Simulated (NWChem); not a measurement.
Species: InI₃; SMILES [I][In]([I])[I]

Results from NWChem. The geometry was optimised at PBE0/def2-SVP. def2 effective core potentials on In, I; no spin-orbit coupling.

### Question
Estimate the computed values for TPSS/def2-SVP. Quantities: highest occupied level (eV); orbital gap (eV).

### Answer
The highest occupied level (eV) is -6.75 and the orbital gap (eV) is 2.96.
